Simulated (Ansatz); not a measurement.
Mulliken charges of CH2BrNO, SMILES `N=C(O)Br` from PBE/def2-TZVPP in Ansatz (PBE0-D4/def2-TZVP geometry).

```
atom   x (Å)   y (Å)   z (Å)  charge (e)
  N1   0.069   0.790  -0.888      -0.206
  C2  -0.294  -0.166  -0.172       0.085
  O3   0.204  -0.646   0.977      -0.187
 Br4  -1.791  -1.206  -0.671      -0.019
  H5   0.885   1.278  -0.523       0.132
  H6   0.969  -0.114   1.231       0.195
```

Q: By hand: the dipole of these point charges (1 e Å = 4.8032 D).

A: Σ q r = (0.262, 0.113, 0.169) e Å, of length 0.332 e Å = 1.59 D.

Q: How does the dipole of the full density compare? (Estimate.)

A: The calculation gave: (0.473, 0.138, 0.384) e Å, 3.00 D; the point charges give 0.53 times that, at 9° from its direction.

Point charges leave out the atoms' own dipoles, such as those of lone pairs, and Mulliken's split depends on the basis, so the two needn't agree.
